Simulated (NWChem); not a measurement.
System meant: CH$_{3}$BrClIn; SMILES [CH3][In]([Cl])[Br]

Here is an NWChem input.

```
start job
memory heap 200 mb stack 900 mb global 1100 mb
geometry units angstroms noautoz
  In     0.341144    -0.476760     0.004430
  Cl    -1.569375    -1.879231    -0.008170
  Br    -0.271457     1.953245     0.000504
  C      2.360440    -1.241574     0.007261
  H      2.982692    -0.598625     0.656132
  H      2.736870    -1.206973    -1.032625
  H      2.345430    -2.283427     0.375209
end
basis spherical
  * library def2-svp
end
ecp
  In library def2-ecp
end
dft
  xc pbe0
  iterations 4
  mulliken
end
task dft energy
```

End of the output:

```
    Atom       Charge   Shell Charges
 -----------   ------   -------------------------------------------------------
    1 In  21    20.77   1.38  0.54  0.68  0.38  3.03  2.84  0.98  0.52  9.40  1.01
    2 Cl  17    17.08   2.00  1.96  1.05  0.80  5.82  2.23  3.21  0.01
    3 Br  35    35.08   2.00  2.00  1.96  1.13  0.73  5.99  5.81  2.44  3.00  7.84  2.03  0.14
    4 C    6     6.24   1.97  0.59  0.35  1.81  1.48  0.04
    5 H    1     0.94   0.62  0.25  0.07
    6 H    1     0.94   0.62  0.26  0.07
    7 H    1     0.94   0.62  0.25  0.07

 center of mass
 --------------
 x =  -0.05329924 y =   0.10259997 z =   0.00050624

 moments of inertia (a.u.)
 ------------------
        1716.470329672169          -0.000000000000          -0.000000000000
          -0.000000000000         699.621015865334           0.000000000000
          -0.000000000000           0.000000000000        2404.296399365477

     Multipole analysis of the density
     ---------------------------------

     L   x y z        total         alpha         beta         nuclear
     -   - - -        -----         -----         ----         -------
     0   0 0 0      0.000000    -41.000000    -41.000000     82.000000

     1   1 0 0      1.387740      8.891902      8.891902    -16.396063
     1   0 1 0     -0.453611    -13.308439    -13.308439     26.163266
     1   0 0 1     -0.004386      0.052614      0.052614     -0.109615

     2   2 0 0    -45.729223   -206.095459   -206.095459    366.461694
     2   1 1 0     -3.249608     -3.911256     -3.911256      4.572904
     2   1 0 1     -0.029368      0.101734      0.101734     -0.232835
     2   0 2 0    -49.057168   -407.005833   -407.005833    764.954499
     2   0 1 1      0.010505     -0.110719     -0.110719      0.231943
     2   0 0 2    -42.881715    -24.365801    -24.365801      5.849886

 ------------------------------------------------------------------------
 dft energy failed                                                                                  0
 ------------------------------------------------------------------------
 ------------------------------------------------------------------------
  current input line :
    23: task dft energy
 ------------------------------------------------------------------------
 ------------------------------------------------------------------------
 This type of error is most commonly associated with calculations not reaching convergence criteria
 ------------------------------------------------------------------------
 For more information see the NWChem manual at https://nwchemgit.github.io

0:dft energy failed:Received an Error in Communication
```

Question: Find the fault in this run and fix the input.

Answer: Convergence was not reached. Cause: the SCF was allowed too few iterations. This input runs:
```
start job
memory heap 200 mb stack 900 mb global 1100 mb
geometry units angstroms noautoz
  In     0.341144    -0.476760     0.004430
  Cl    -1.569375    -1.879231    -0.008170
  Br    -0.271457     1.953245     0.000504
  C      2.360440    -1.241574     0.007261
  H      2.982692    -0.598625     0.656132
  H      2.736870    -1.206973    -1.032625
  H      2.345430    -2.283427     0.375209
end
basis spherical
  * library def2-svp
end
ecp
  In library def2-ecp
end
dft
  xc pbe0
  iterations 150
  mulliken
end
task dft energy
```
It converges to -3263.52251 Ha (PBE0/def2-SVP with def2 effective core potentials on In).
